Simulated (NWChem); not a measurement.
System: CrNH3SO2; SMILES [Cr]([SH])(=[O])(=[O])[NH2]

NWChem input:

```
start job
memory heap 200 mb stack 900 mb global 1100 mb
geometry units angstroms
  Cr     0.411310     0.085187    -0.084971
  O      0.695048     1.406530     0.655911
  O      1.169994    -1.251932     0.039866
  N      0.169181     0.440311    -1.836153
  H      0.029871     1.360996    -2.247700
  H      0.303669    -0.231832    -2.589201
  S     -1.618981    -0.466326     0.709271
  H     -2.003366     0.738558     1.128155
end
basis spherical
  * library def2-svp
end
dft
  xc pbe0
  iterations 150
end
driver
  maxiter 120
end
task dft optimize
```

Parts of the log:

```
             Northwest Computational Chemistry Package (NWChem) 7.3.0
             --------------------------------------------------------

 C1  symmetry detected

                             Geometry "geometry" -> ""
                             -------------------------

 Output coordinates in angstroms (scale by  1.889725989 to convert to a.u.)

  No.       Tag          Charge          X              Y              Z
 ---- ---------------- ---------- -------------- -------------- --------------
    1 Cr                  24.0000    -0.00553158    -0.41227290     0.16914139
    2 O                    8.0000     1.38438310    -0.59702018     0.80895881
    3 O                    8.0000    -1.38439684    -0.67677966     0.80776467
    4 N                    7.0000     0.00924259    -1.14780451    -1.47711280
    5 H                    1.0000     0.83441004    -1.44685029    -1.99297071
    6 H                    1.0000    -0.81718350    -1.47209209    -1.97591338
    7 S                   16.0000    -0.07399728     1.81129004    -0.15971845
    8 H                    1.0000     1.23489951     2.05788167    -0.12901234

 Effective nuclear repulsion energy (a.u.)     411.2630305934

                                Z-matrix (autoz)
                                --------

 Units are Angstrom for bonds and degrees for angles

      Type          Name      I     J     K     L     M      Value
      ----------- --------  ----- ----- ----- ----- ----- ----------
    1 Stretch                  1     2                       1.54122
    2 Stretch                  1     3                       1.54242
    3 Stretch                  1     4                       1.80316
    4 Stretch                  1     7                       2.24879
    5 Stretch                  4     5                       1.01806
    6 Stretch                  4     6                       1.01830
    7 Stretch                  7     8                       1.33228
    8 Bend                     1     4     5               126.09168
    9 Bend                     1     4     6               124.78263
   10 Bend                     1     7     8                98.61140
   11 Bend                     2     1     3               127.86174
   12 Bend                     2     1     4               108.82794
   13 Bend                     2     1     7               101.92853
   14 Bend                     3     1     4               108.38395
   15 Bend                     3     1     7               101.70630
   16 Bend                     4     1     7               105.66859
   17 Bend                     5     4     6               108.42459
   18 Torsion                  2     1     4     5         -12.76640
   19 Torsion                  2     1     4     6         156.51236
   20 Torsion                  2     1     7     8          20.79957
   21 Torsion                  3     1     4     5        -155.57780
   22 Torsion                  3     1     4     6          13.70096
   23 Torsion                  3     1     7     8         153.98813
   24 Torsion                  4     1     7     8         -92.89344
   25 Torsion                  5     4     1     7          96.04449
   26 Torsion                  6     4     1     7         -94.67674

                           NWChem Geometry Optimization
                           ----------------------------

 maximum gradient threshold         (gmax) =   0.000450
 rms gradient threshold             (grms) =   0.000300
 maximum cartesian step threshold   (xmax) =   0.001800
 rms cartesian step threshold       (xrms) =   0.001200
 fixed trust radius                (trust) =   0.300000
 source of zmatrix                         =   autoz

          -------------------
          Energy Minimization
          -------------------

 Using diagonal initial Hessian
 Scaling for Hessian diagonals: bonds = 1.00  angles = 0.25  torsions = 0.10

          --------
          Step   0

                                 NWChem DFT Module
                                 -----------------

 Summary of "ao basis" -> "ao basis" (spherical)
 ------------------------------------------------------------------------------
       Tag                 Description            Shells   Functions and Types
 ---------------- ------------------------------  ------  ---------------------
 Cr                         def2-svp                11       31   5s3p2d1f
 O                          def2-svp                 6       14   3s2p1d
 N                          def2-svp                 6       14   3s2p1d
 H                          def2-svp                 3        5   2s1p
 S                          def2-svp                 8       18   4s3p1d

            General Information
            -------------------
          SCF calculation type: DFT
          Wavefunction type:  closed shell.
          No. of atoms     :     8
          No. of electrons :    66
           Alpha electrons :    33
            Beta electrons :    33
          Charge           :     0
          Spin multiplicity:     1
          Use of symmetry is: off; symmetry adaption is: off
          Maximum number of iterations: 150
          AO basis - number of functions:   106
                     number of shells:    46
          Convergence on energy requested:  1.00D-06
          Convergence on density requested:  1.00D-05
          Convergence on gradient requested:  5.00D-04

              XC Information
              --------------
                         PBE0 Method XC Functional
                     Hartree-Fock (Exact) Exchange  0.250
          PerdewBurkeErnzerhof Exchange Functional  0.750
            Perdew 1991 LDA Correlation Functional  1.000 local
           PerdewBurkeErnz. Correlation Functional  1.000 non-local

             Grid Information
             ----------------
          Grid used for XC integration:  medium
          Radial quadrature: Mura-Knowles
          Angular quadrature: Lebedev.
          Tag              B.-S. Rad. Rad. Pts. Rad. Cut. Ang. Pts.
          ---              ---------- --------- --------- ---------
          Cr                  1.40      112           9.0       590
          O                   0.60       49          10.0       434
          N                   0.65       49          10.0       434
          H                   0.35       45          11.0       434
          S                   1.00       88          10.0       590
          Grid pruning is: on
          Number of quadrature shells:   482
          Spatial weights used:  Erf1

      Superposition of Atomic Density Guess
      -------------------------------------

 Sum of atomic energies:       -1645.50427558

      Non-variational initial energy
      ------------------------------

 Total energy =   -1645.963088
 1-e energy   =   -3082.894407
 2-e energy   =    1025.668289
 HOMO         =      -0.319614
 LUMO         =      -0.073773

   convergence    iter        energy       DeltaE   RMS-Dens  Diis-err
 ---------------- ----- ----------------- --------- --------- ---------
 d= 0,ls=0.0,diis     1  -1647.4760950567 -2.06D+03  5.52D-02  1.00D+01
 d= 0,ls=0.0,diis     2  -1630.4594499980  1.70D+01  4.89D-02  9.51D+01
 d= 0,ls=0.0,diis     3  -1648.1292016264 -1.77D+01  1.88D-02  4.67D+00
 d= 0,ls=0.0,diis     4  -1648.3569427160 -2.28D-01  8.77D-03  2.74D+00
 d= 0,ls=0.0,diis     5  -1648.6645487003 -3.08D-01  4.71D-03  2.36D-01
  Resetting Diis
 d= 0,ls=0.0,diis     6  -1648.6496445535  1.49D-02  2.55D-03  4.06D-01
 d= 0,ls=0.0,diis     7  -1648.6888229134 -3.92D-02  2.21D-03  1.25D-02
 d= 0,ls=0.0,diis     8  -1648.6599757261  2.88D-02  1.88D-03  3.53D-01
 d= 0,ls=0.0,diis     9  -1648.6893721691 -2.94D-02  4.32D-04  5.15D-03
 d= 0,ls=0.0,diis    10  -1648.6899919178 -6.20D-04  8.01D-05  1.15D-04
 d= 0,ls=0.0,diis    11  -1648.6900018300 -9.91D-06  3.60D-05  3.57D-05
 d= 0,ls=0.0,diis    12  -1648.6900049234 -3.09D-06  1.89D-05  9.02D-06
 d= 0,ls=0.0,diis    13  -1648.6900054230 -5.00D-07  1.29D-05  4.32D-06
 d= 0,ls=0.0,diis    14  -1648.6900059386 -5.16D-07  3.22D-06  1.83D-07

         Total DFT energy =    -1648.690005938603
      One electron energy =    -3086.203916563541
           Coulomb energy =     1124.836483840014
    Exchange-Corr. energy =      -98.585603808436
 Nuclear repulsion energy =      411.263030593360

 Numeric. integr. density =       66.000007634679

                       DFT Final Molecular Orbital Analysis
                       ------------------------------------

[...]

      ----------------------
      Optimization converged
      ----------------------

  Step       Energy      Delta E   Gmax     Grms     Xrms     Xmax
  ---- ---------------- -------- -------- -------- -------- --------
@   12   -1648.70155851  5.5D-08  0.00003  0.00001  0.00019  0.00043
                                     ok       ok       ok       ok

                                Z-matrix (autoz)
                                --------

 Units are Angstrom for bonds and degrees for angles

      Type          Name      I     J     K     L     M      Value     Gradient
      ----------- --------  ----- ----- ----- ----- ----- ---------- ----------
    1 Stretch                  1     2                       1.53643   -0.00002
    2 Stretch                  1     3                       1.53482    0.00003
    3 Stretch                  1     4                       1.76666    0.00002
    4 Stretch                  1     7                       2.21422   -0.00002
    5 Stretch                  4     5                       1.01633   -0.00001
    6 Stretch                  4     6                       1.01677   -0.00000
    7 Stretch                  7     8                       1.35348   -0.00001
    8 Bend                     1     4     5               123.13175   -0.00000
    9 Bend                     1     4     6               122.37810    0.00000
   10 Bend                     1     7     8                93.39638   -0.00001
   11 Bend                     2     1     3               114.27834   -0.00000
   12 Bend                     2     1     4               108.49881    0.00001
   13 Bend                     2     1     7               108.97683   -0.00001
   14 Bend                     3     1     4               110.20203   -0.00000
   15 Bend                     3     1     7               103.60080    0.00000
   16 Bend                     4     1     7               111.24399    0.00000
   17 Bend                     5     4     6               113.25596   -0.00000
   18 Torsion                  2     1     4     5         -15.50895    0.00000
   19 Torsion                  2     1     4     6         150.93674   -0.00000
   20 Torsion                  2     1     7     8          44.08462   -0.00000
   21 Torsion                  3     1     4     5        -141.31943    0.00000
   22 Torsion                  3     1     4     6          25.12627   -0.00000
   23 Torsion                  3     1     7     8         166.12678   -0.00000
   24 Torsion                  4     1     7     8         -75.49726   -0.00001
   25 Torsion                  5     4     1     7         104.35695   -0.00000
   26 Torsion                  6     4     1     7         -89.19736   -0.00000

                         Geometry "geometry" -> "geometry"
                         ---------------------------------

 Output coordinates in angstroms (scale by  1.889725989 to convert to a.u.)

  No.       Tag          Charge          X              Y              Z
 ---- ---------------- ---------- -------------- -------------- --------------
    1 Cr                  24.0000    -0.00177528    -0.34618540     0.11469116
    2 O                    8.0000     1.28136155    -0.72947684     0.86786426
    3 O                    8.0000    -1.29833210    -0.72836770     0.84171162
    4 N                    7.0000     0.04325769    -1.09318375    -1.48563711
    5 H                    1.0000     0.89059804    -1.47527712    -1.89666698
    6 H                    1.0000    -0.80082594    -1.35803792    -1.98683910
    7 S                   16.0000    -0.11838502     1.86004330    -0.03272086
    8 H                    1.0000     1.18592712     1.98683751    -0.37126582

 Effective nuclear repulsion energy (a.u.)     414.6445322365

                Final and change from initial internal coordinates
                --------------------------------------------------

                                Z-matrix (autoz)
                                --------

 Units are Angstrom for bonds and degrees for angles

      Type          Name      I     J     K     L     M      Value       Change
      ----------- --------  ----- ----- ----- ----- ----- ---------- ----------
    1 Stretch                  1     2                       1.53643   -0.00479
    2 Stretch                  1     3                       1.53482   -0.00760
    3 Stretch                  1     4                       1.76666   -0.03650
    4 Stretch                  1     7                       2.21422   -0.03457
    5 Stretch                  4     5                       1.01633   -0.00173
    6 Stretch                  4     6                       1.01677   -0.00153
    7 Stretch                  7     8                       1.35348    0.02121
    8 Bend                     1     4     5               123.13175   -2.95993
    9 Bend                     1     4     6               122.37810   -2.40453
   10 Bend                     1     7     8                93.39638   -5.21502
   11 Bend                     2     1     3               114.27834  -13.58340
   12 Bend                     2     1     4               108.49881   -0.32914
   13 Bend                     2     1     7               108.97683    7.04830
   14 Bend                     3     1     4               110.20203    1.81808
   15 Bend                     3     1     7               103.60080    1.89450
   16 Bend                     4     1     7               111.24399    5.57539
   17 Bend                     5     4     6               113.25596    4.83137
   18 Torsion                  2     1     4     5         -15.50895   -2.74254
   19 Torsion                  2     1     4     6         150.93674   -5.57562
   20 Torsion                  2     1     7     8          44.08462   23.28505
   21 Torsion                  3     1     4     5        -141.31943   14.25838
   22 Torsion                  3     1     4     6          25.12627   11.42531
   23 Torsion                  3     1     7     8         166.12678   12.13865
   24 Torsion                  4     1     7     8         -75.49726   17.39617
   25 Torsion                  5     4     1     7         104.35695    8.31246
   26 Torsion                  6     4     1     7         -89.19736    5.47939

 ==============================================================================
                                internuclear distances
 ------------------------------------------------------------------------------
       center one      |      center two      | atomic units |  angstroms
 ------------------------------------------------------------------------------
    2 O                |   1 Cr               |     2.90343  |     1.53643
    3 O                |   1 Cr               |     2.90039  |     1.53482
    4 N                |   1 Cr               |     3.33850  |     1.76666
    5 H                |   4 N                |     1.92059  |     1.01633
    6 H                |   4 N                |     1.92142  |     1.01677
    7 S                |   1 Cr               |     4.18427  |     2.21422
    8 H                |   7 S                |     2.55771  |     1.35348
 ------------------------------------------------------------------------------
                         number of included internuclear distances:          7
 ==============================================================================
```

Level: PBE0/def2-SVP. Not confirmed as a minimum by frequencies.
